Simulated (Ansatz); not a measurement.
`C=NBC[SiH3]` → `C=NBC` + `[SiH2]` at 600 K and 1 bar (silylene formation by 1,1-elimination).

Gas-phase electronic energies from Ansatz, PBE0-D4/def2-TZVP geometries. CCSD(T)/CBS is the MP2 limit (def2-TZVPP, def2-QZVPP) plus CCSD(T) − MP2 in def2-TZVPP, frozen cores. This one scheme is used for every species. One conformer a species, not always the lowest.

| species | CCSD(T)/CBS energy (Eh) | H − E (kJ/mol) | S (J/(mol·K)) |
| --- | --- | --- | --- |
| `C=NBC[SiH3]` | -449.49862 | 320.7 | 462.4 |
| `C=NBC` | -159.21633 | 260.4 | 375.5 |
| `[SiH2]` | -290.19011 | 52.1 | 233.9 |

H − E and S are ideal-gas, rigid-rotor, harmonic terms from PBE0-D4/def2-TZVP, for one conformer and one mirror image of each species. 1 Eh = 2625.50 kJ/mol, R = 8.31446 J/(mol·K).

Q: By hand: ΔE, ΔH, ΔS and ΔG.

A: ΔE = (-159.21633) + (-290.19011) − (-449.49862) = 0.09218 Eh = 242.0 kJ/mol. Δ(H − E) = 260.4 + 52.1 − 320.7 = -8.2, so ΔH = 233.8 kJ/mol. ΔS = 375.5 + 233.9 − 462.4 = 147.0 J/(mol·K). ΔG = 233.8 − 600 × (147.0)/1000 = 145.6 kJ/mol.

Q: By hand: the equilibrium constant, and the temperature at which ΔG would vanish if ΔH and ΔS stayed fixed.

A: log₁₀ K = −ΔG/(RT ln 10) = -12.7. ΔG = 0 at ΔH/ΔS = 1590 K.

The number of gas molecules changes by +1, which sets the sign of ΔS. A doubt of 5 kJ/mol in ΔE shifts log₁₀ K by 0.4 here. Other conformers and mirror images would add mixing entropy, several J/(mol·K) or more a flexible species. Modes under 60 cm⁻¹, often nearly free rotors, make the harmonic entropy too high. These are equilibria of isolated gas molecules and say nothing of rates. Largest T1 diagnostic: 0.014 (customary marks: 0.02 for closed shells, 0.045 for open ones).
